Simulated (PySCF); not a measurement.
Harmonic spectrum computed at PBE0 in the def2-SVP basis family (core potentials from Rb on, PySCF, no spin–orbit coupling):

| symmetry | ω (cm⁻¹) | IR (km/mol, summed over degenerate members) |
| --- | --- | --- |
| πu | 58 | 6.7 |
| σg+ | 150 | 0.0 |
| σu+ | 269 | 34.6 |

Task: Which molecule gave it? In each, all ligands are bound to the one heavy central atom.
A. ZnI₂ (singlet)
B. AsI₂ (doublet)
C. ClI₂ (doublet)
D. NiI₂ (triplet)
E. CdI₂ (singlet)

Result: E. It has D∞h symmetry with Cd–I 2.593 Å (×2).
